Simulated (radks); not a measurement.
Excited configurations of P I: one electron is placed in a higher orbital outside [Ne] 3s2 3p2. The ground configuration is [Ne] 3s2 3p3. Calculated with a radial shooting solver on a logarithmic mesh with Libxc functionals: non-relativistic Kohn-Sham, r2SCAN, spin-unpolarised, spherical densities, point nucleus; meta-GGA in the generalised Kohn-Sham scheme. Excitation = E - E(ground); binding = E(ion) - E, where the ion is the core of charge +1; n* = 1/sqrt(2 binding) in atomic units, and the quantum defect is n - n*.

outer orbital  excitation (eV)  binding (eV)     n*  quantum defect  eigenvalue (eV)  <r> (bohr)
4p                       7.635         2.188  2.494           1.506           -1.179       8.457
5p                       8.671         1.152  3.436           1.564           -0.702       17.30
6p                       9.106         0.717  4.356           1.644           -0.459       29.10

The Delta-SCF ionisation energy is 9.823 eV (NIST Atomic Spectra Database: 10.487 eV, measured). Self-interaction in the functional shifts the binding energies and quantum defects, so they are the method's values and not measured ones. Spin polarisation and multiplet splitting are left out, so open shells lie too high by an amount that depends on their filling.

Beside tabulated values, note that spin-unpolarised runs miss the spin-polarisation part of the exchange energy of open shells.
